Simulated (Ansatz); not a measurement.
A run for Ansatz (a program for electronic structure): R-CCSD(T)/def2-TZVPPD on AsClH4 (a complex), monomers drawn apart or pushed together. Files ending in .json are basis or fitting sets from the Basis Set Exchange. The run froze 19 orbitals, filled d shells among them.

Ansatz 0.2 input:
```yaml
crystal:
  periodic: [false, false, false]
  atoms:
    - {symbol: Cl, position_ang: [1.20790380, 0.53037820, 0.65711566]}
    - {symbol: H, position_ang: [0.72764192, 0.27999148, 1.82364411]}
    - {symbol: As, position_ang: [-1.23193546, -0.74509890, 6.63330802]}
    - {symbol: H, position_ang: [-1.80561435, 0.30522029, 5.68635694]}
    - {symbol: H, position_ang: [-1.13178023, -1.78036301, 5.51653182]}
    - {symbol: H, position_ang: [0.19639184, -0.26414709, 6.39365078]}
basis:
  gaussian:
    orbitals: def2-TZVPPD.json
magnetization: {spin_polarized: false}
correlation: {method: ccsd_t, electrons: outside_noble_gas}
scf: {lower_state_search: off}
```

The log:

```
WARN ansatz: RAYON_NUM_THREADS=1 ignored (pool sized by the plan → 1); use --threads N
Functional definition: HF
these checks for a lower state are left out or cut short: stability, starts, cluster_reference, orbital_swaps, neighbouring_geometries, increment
integrals: 0.50 GiB planned
988 factors; integrals over basis functions are off by at most 8.9e-4 eV
mean field: 0.50 GiB planned
mean field evaluation 1: about -73361.7976 eV, gradient 1.4e1 eV
mean field evaluation 2: about -73361.8553 eV, gradient 1.4e1 eV
mean field evaluation 4: about -73362.7343 eV, gradient 1.9e0 eV
mean field evaluation 8: about -73362.7553 eV, gradient 8.8e-2 eV
mean field -73362.75532105 eV, -2696.0315309871 hartree, gradient 8.5e-7 eV, S^2 0.000000; 0 other end points of the search recorded, 0 dependent functions left out
19 core orbitals not correlated
reference -73362.75532105 eV, -2696.0315309871 hartree; 8, 8 occupied and 146, 146 virtual orbitals, 988 factors
second order -9.89437962 eV of doubles, -0.00000000 eV of singles
coupled cluster: 1.13 GiB planned
cycle   1  -10.83316817 eV  change   -9.4e-1 eV  update   6.9e-2
cycle   2  -11.17083831 eV  change   -3.4e-1 eV  update   2.3e-2
cycle   3  -11.18792452 eV  change   -1.7e-2 eV  update   6.4e-3
cycle   4  -11.18504222 eV  change    2.9e-3 eV  update   2.2e-3
cycle   5  -11.18428289 eV  change    7.6e-4 eV  update   6.1e-4
cycle   6  -11.18424751 eV  change    3.5e-5 eV  update   1.9e-4
cycle   7  -11.18429337 eV  change   -4.6e-5 eV  update   6.0e-5
cycle   8  -11.18429785 eV  change   -4.5e-6 eV  update   2.2e-5
cycle   9  -11.18429315 eV  change    4.7e-6 eV  update   8.2e-6
perturbative correction -0.38945043 eV, -0.0143120394 hartree
Total energy: -73374.32906463 eV, -2696.4568582188 hartree
Checks for a lower state left out: stability, starts, cluster_reference, orbital_swaps, neighbouring_geometries, increment
```

Self-consistency was reached.

Cost: very roughly 19 core-seconds.
